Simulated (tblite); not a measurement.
Species: C7H4FO (doublet state).
Numbering: `[O:1]=[CH:2][c:3]1[c:4][cH:5][cH:6][cH:7][c:8]1[F:9]` (hydrogens: H10 on C2; H11 on C5; H12 on C6; H13 on C7)

Geometry (GFN2-xTB, Å), atoms numbered from 1 in this order:
```xyz
13
C7H4FO angstrom
O      2.8756   -1.5937   -0.4759
C      2.3483   -0.5404   -0.2442
C      0.8933   -0.3291   -0.1171
C     -0.0402   -1.3241   -0.2568
C     -1.3886   -1.1830   -0.1511
C     -1.8684    0.0978    0.1266
C     -0.9907    1.1575    0.2826
C      0.3691    0.9460    0.1618
F      1.2081    1.9848    0.3153
H      2.9377    0.3843   -0.1034
H     -2.0667   -2.0122   -0.2737
H     -2.9318    0.2608    0.2199
H     -1.3500    2.1519    0.4982
```

Computed with GFN2-xTB (tblite): harmonic, unscaled wavenumbers at the GFN2-xTB geometry, gas phase. Against measured fundamentals such values can be off by several per cent, at times by over 20. One conformer, not necessarily the lowest. Open shells enter through the occupations alone, without spin polarisation, and single modes of such species can be off by tens of per cent.

Harmonic wavenumbers (cm⁻¹): 86.7, 139.1, 181.1, 236.7, 326.9, 433.0, 463.2, 472.0, 515.6, 607.4, 627.9, 769.8, 785.1, 819.5, 872.8, 899.9, 920.9, 1057.0, 1101.3, 1152.5, 1196.3, 1230.3, 1276.2, 1378.4, 1412.9, 1433.6, 1511.5, 1601.7, 1757.9, 2796.0, 3078.6, 3096.2, 3104.0.

A = 2671, B = 1555, C = 983.0 MHz; mass 123.025 u (most abundant isotopes); point group Cs, symmetry number 1; spin multiplicity 2.

Zero-point energy?

Half the sum of the wavenumbers: 18671 cm⁻¹ = 53.38 kcal/mol.

Entropy at 400 K, 1 bar (ideal gas, RRHO, classical rotation)?

Translation 41.82, rotation 29.63, vibration 24.66, spin (R ln 2) 1.38: S = 97.5 cal/(mol K).

And Cp and H(400 K) − H(0)?

Cp = 37.10 cal/(mol K), of which vibrations give 29.15 (their classical limit is 33 R = 65.6); H(400 K) − H(0) = 8.77 kcal/mol without the zero-point energy, 5.59 from vibrations.

What must be added to the electronic energy to get the Gibbs energy at 400 K and 1 bar?

ZPE + [H(400 K) − H(0)] − T·S = 53.38 + 8.77 − 39.00 = 23.15 kcal/mol.

How do the functions run with temperature in this model?

```json
{"T (K)": "150", "S (cal/(mol K))": "71.8", "Cp (cal/(mol K))": "17.8", "H − H(0) (kcal/mol)": "1.83", "G − H(0) (kcal/mol)": "-8.94", "ln q(vib)": "1.28"}
{"T (K)": "250", "S (cal/(mol K))": "82.8", "Cp (cal/(mol K))": "25.9", "H − H(0) (kcal/mol)": "4.02", "G − H(0) (kcal/mol)": "-16.69", "ln q(vib)": "2.82"}
{"T (K)": "298.15", "S (cal/(mol K))": "87.7", "Cp (cal/(mol K))": "29.7", "H − H(0) (kcal/mol)": "5.35", "G − H(0) (kcal/mol)": "-20.79", "ln q(vib)": "3.62"}
{"T (K)": "600", "S (cal/(mol K))": "114.7", "Cp (cal/(mol K))": "47.9", "H − H(0) (kcal/mol)": "17.34", "G − H(0) (kcal/mol)": "-51.50", "ln q(vib)": "8.92"}
{"T (K)": "900", "S (cal/(mol K))": "136.1", "Cp (cal/(mol K))": "57.3", "H − H(0) (kcal/mol)": "33.26", "G − H(0) (kcal/mol)": "-89.25", "ln q(vib)": "14.01"}
```

q(vib) and H(0) count from the zero-point level.

Hindered rotation and anharmonicity are outside this model. Other conformers, if any are populated, would add a mixing term that is left out.

Hardware: an Arm Neoverse V1 with one thread, shared host. Cost: 0.36 s of wall time. The figure is for the frequency step alone.
